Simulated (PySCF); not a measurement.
## Mayer bond orders and bond lengths

Species: C6H14Si3.
Atom-mapped SMILES: `[CH2:1]=[CH:2][CH2:3][C:4]#[C:5][Si@H:6]([CH3:7])[SiH2:8][SiH3:9]` (hydrogens: H10, H11 on C1; H12 on C2; H13, H14 on C3; H15 on Si6; H16, H17, H18 on C7; H19, H20 on Si8; H21, H22, H23 on Si9)

Geometry (GFN2-xTB, Å), atoms numbered from 1 in this order:
```xyz
23
C6H14Si3 angstrom
C      3.254    0.831   -1.899
C      2.780    0.806   -0.668
C      2.747   -0.422    0.195
C      1.372   -0.733    0.542
C      0.220   -0.962    0.812
Si    -1.586   -1.199    1.142
C     -2.167   -2.654    0.059
Si    -2.626    0.799    0.553
Si    -1.303    2.286   -0.626
H      3.253    1.731   -2.490
H      3.668   -0.047   -2.368
H      2.357    1.695   -0.219
H      3.312   -0.244    1.117
H      3.194   -1.271   -0.331
H     -1.696   -1.619    2.552
H     -3.218   -2.871    0.225
H     -2.040   -2.428   -0.996
H     -1.605   -3.560    0.268
H     -3.144    1.448    1.771
H     -3.854    0.508   -0.211
H     -2.063    3.300   -1.363
H     -0.402    3.031    0.259
H     -0.457    1.605   -1.610
```

Bond orders from the PBE0/pcSseg-1 density (PySCF). The structure is a single GFN2-xTB conformer in the gas phase; no vibrational or solvent corrections.

Task: Where do the orders between heavy atoms depart from those drawn in the SMILES?

Result: The largest departure is 0.424, at C4–C5 (drawn triple, 2.576). Drawn single, order below 0.88: Si6–Si8 (0.853). Drawn double or triple, more than 0.30 short of the drawn order: C4–C5 (2.576).

Task: Set the Mayer orders of the bonds beside their lengths.

Result: 
```csv
bond,drawn as,length (Å),Mayer order
C1–C2,double,1.319,1.992
C2–C3,single,1.502,1.047
C3–C4,single,1.452,1.048
C4–C5,triple,1.206,2.576
C5–Si6,single,1.850,0.967
Si6–C7,single,1.905,0.958
Si6–Si8,single,2.328,0.853
Si8–Si9,single,2.313,0.901
C1–H10,single,1.077,0.953
C1–H11,single,1.079,0.954
C2–H12,single,1.082,0.949
C3–H13,single,1.096,0.908
C3–H14,single,1.094,0.924
Si6–H15,single,1.476,0.940
C7–H16,single,1.087,0.956
C7–H17,single,1.087,0.955
C7–H18,single,1.086,0.957
Si8–H19,single,1.475,0.925
Si8–H20,single,1.476,0.926
Si9–H21,single,1.467,0.936
Si9–H22,single,1.466,0.931
Si9–H23,single,1.465,0.936
```

Bonds between the same two heavy elements. C–C: lowest C2–C3 and C3–C4 (1.047, 1.502 Å), highest C4–C5 (2.576, 1.206 Å). C–Si: all 2 within 0.02 of one another (0.958 to 0.967). Si–Si: lowest Si6–Si8 (0.853, 2.328 Å), highest Si8–Si9 (0.901, 2.313 Å). Bonds named together lie within 0.004.

Task: Sum the orders of all bonds at each heavy atom with more than one neighbour and set the sums beside the valence in the SMILES.

Result: C1 3.899 (drawn 4), C2 3.988 (drawn 4), C3 3.927 (drawn 4), C4 3.624 (drawn 4), C5 3.543 (drawn 4), Si6 3.718 (drawn 4), C7 3.826 (drawn 4), Si8 3.605 (drawn 4), Si9 3.704 (drawn 4). Orders between atoms that aren't bonded are not in these sums.

The Mayer order sums products of elements of PS (density times overlap matrix) between the two atoms' basis functions, so it depends on the basis set.
